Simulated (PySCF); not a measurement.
C4H6OSe, SMILES C=C1OC[C@H]1[SeH].

Geometry: PBE0-D3(BJ)/def2-SVP. The structure was generated by enumeration; whether it is a known compound was not checked. One conformer was computed; it need not be the lowest.

All values below come from PBE0-D3(BJ)/def2-SVP in PySCF.

Frequencies are harmonic and unscaled.

Q: List the normal modes with their intensities. (The exact figures need the calculation; the answer reports its results.)

A: 
```csv
mode,ν (cm⁻¹),IR (km/mol),moving atoms (share of kinetic energy)
1,100,2.9,"O 48 %, C 26 %, H 21 %"
2,136,1.3,"C 55 %, Se 24 %, H 20 %"
3,200,9.2,H 90 %
4,280,0.7,"C 46 %, H 29 %, Se 17 %"
5,389,0.6,"C 48 %, H 39 %, O 11 %"
6,470,0.7,"C 58 %, H 21 %, Se 12 %, O 9 %"
7,650,3.7,"C 55 %, H 41 %"
8,713,0.5,H 88 %
9,744,1.5,"C 62 %, H 29 %, O 9 %"
10,804,1.7,"H 69 %, C 25 %"
11,823,55.4,"H 70 %, C 30 %"
12,910,13.1,"H 53 %, C 30 %, O 17 %"
13,971,4.7,"C 47 %, H 45 %"
14,998,15.4,"H 57 %, C 31 %, O 11 %"
15,1053,89.9,"C 51 %, O 34 %, H 15 %"
16,1086,32.7,"C 60 %, O 21 %, H 18 %"
17,1165,0.6,"H 86 %, C 9 %"
18,1175,17.8,"H 68 %, C 29 %"
19,1223,35.4,"H 61 %, C 38 %"
20,1246,43.4,"C 50 %, H 45 %"
21,1370,20.4,"H 46 %, C 46 %, O 8 %"
22,1387,1.2,"H 84 %, C 14 %"
23,1491,2.3,"H 90 %, C 9 %"
24,1794,169.9,C 94 %
25,2442,26.2,H 99 %
26,3077,42.4,H 95 %
27,3139,0.3,"H 91 %, C 9 %"
28,3153,12.8,"H 90 %, C 10 %"
29,3195,2.7,H 94 %
30,3307,0.1,"H 89 %, C 11 %"
```
